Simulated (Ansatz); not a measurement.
`CBNC[SiH3]` and `CB[NH][AlH2]` differ in one atom or group.

Ansatz, PBE0-D4/def2-TZVP geometries, multiplicity 1. Each molecule was computed in one conformer, which needn't be the lowest.

```
                                        property  `CBNC[SiH3]`
           HOMO energy (ωB97M-V/def2-TZVPP) / eV         -9.59
             HOMO–LUMO gap (PBE/def2-TZVPP) / eV          5.68
  size of the dipole moment (PBE/def2-TZVPP) / D          1.26
             LUMO energy (B3LYP/def2-TZVPP) / eV          0.25
size of the dipole moment (B3LYP/def2-TZVPP) / D          1.22
           HOMO–LUMO gap (B3LYP/def2-TZVPP) / eV          7.36
```

(1) Give the same properties after the change, and the shifts. (Estimate.)

Answers

(1) Computed: 
```json
{"property": "HOMO energy (ωB97M-V/def2-TZVPP) / eV", "`CB[NH][AlH2]`": "-9.92", "shift": "-0.33"}
{"property": "HOMO–LUMO gap (PBE/def2-TZVPP) / eV", "`CB[NH][AlH2]`": "5.37", "shift": "-0.31"}
{"property": "size of the dipole moment (PBE/def2-TZVPP) / D", "`CB[NH][AlH2]`": "2.03", "shift": "0.77"}
{"property": "LUMO energy (B3LYP/def2-TZVPP) / eV", "`CB[NH][AlH2]`": "-0.52", "shift": "-0.77"}
{"property": "size of the dipole moment (B3LYP/def2-TZVPP) / D", "`CB[NH][AlH2]`": "1.96", "shift": "0.74"}
{"property": "HOMO–LUMO gap (B3LYP/def2-TZVPP) / eV", "`CB[NH][AlH2]`": "6.99", "shift": "-0.37"}
```

With PBE0 the HOMO falls by 0.37 eV and the LUMO falls by 0.79 eV, so the gap narrows by about 0.42 eV. PBE moves the HOMO by -0.33 eV and ωB97M-V by -0.33 eV. Dipoles are sizes alone; their direction can turn.

B3LYP here is the variant with VWN-RPA as its local correlation; programs differ in this.
